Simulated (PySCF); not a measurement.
Compound: C₅H₆N₂O₂S.
Atom-mapped SMILES: `[CH3:1][S:2](=[O:3])(=[O:4])[c:5]1[cH:6][n:7][cH:8][n:9][cH:10]1` (hydrogens: H11, H12, H13 on C1; H14 on C6; H15 on C8; H16 on C10)

Level: CAM-B3LYP/def2-SVPD in PySCF, non-relativistic, on one gas-phase PBE0-D3(BJ)/def2-SVP geometry that isn't relaxed in the solvent. The solvent is an IEF-PCM continuum (cavity from Bondi-type radii × 1.2). The model holds no explicit solvent molecules, cavitation or dispersion.

Gas phase at CAM-B3LYP/def2-SVPD: HOMO -9.56 eV, LUMO -0.99 eV, dipole 3.94 D.

Problem. What does the continuum do to the energy, the frontier levels and the dipole at CAM-B3LYP/def2-SVPD in chloroform and dimethylsulfoxide?

Solution. 
```
          solvent      ε  E(solvent) − E(gas) (kJ/mol)  polarisation term (kJ/mol)  distortion of the solute (kJ/mol)  HOMO (eV)  LUMO (eV)  dipole (D)
       chloroform  4.711                        -39.27                      -44.13                               4.86      -9.48      -0.80        4.82
dimethylsulfoxide  46.83                        -55.23                      -65.36                              10.13      -9.48      -0.73        5.24
```

The first energy column is the sum of the next two and covers electrostatics alone. From chloroform to dimethylsulfoxide the lowering changes by a factor 1.41, Onsager's factor (ε − 1)/(2ε + 1) by 1.36 and ε itself by 9.9.

Problem. Which radius a makes the point-dipole formula ΔE = −[(ε − 1)/(2ε + 1)]·μ²/a³ give the value in dimethylsulfoxide, with the gas-phase dipole?

Solution. μ = 1.551 au and |ΔE| = 0.02104 Eh give a = 2.02 Å; the farthest nucleus lies 3.96 Å from the centroid of the nuclei, so such a sphere wouldn't even hold the nuclei. The formula assumes a rigid point dipole at the centre of a sphere.

Problem. How does the static polarisability (CAM-B3LYP/def2-SVPD, frozen core, with the continuum's full static response) change?

Solution. 
| medium | isotropic (au) | principal values (au) | ⟨r²⟩ of the electrons (bohr²) |
| --- | --- | --- | --- |
| gas | 94.3 | 69.7, 93.0, 120.2 | 1571.7 |
| chloroform | 117.8 | 85.3, 120.6, 147.5 | 1572.6 |
| dimethylsulfoxide | 129.5 | 94.5, 135.2, 158.9 | 1573.2 |

The isotropic value in dimethylsulfoxide is 1.37 times the gas-phase one; no cavity-field correction is applied. ⟨r²⟩ is taken about the centre of nuclear charge.

Conformer computed: `[CH3:1][S:2](=[O:3])(=[O:4])[c:5]1[cH:6][n:7][cH:8][n:9][cH:10]1`: C1–S2–C5–C6 91°.
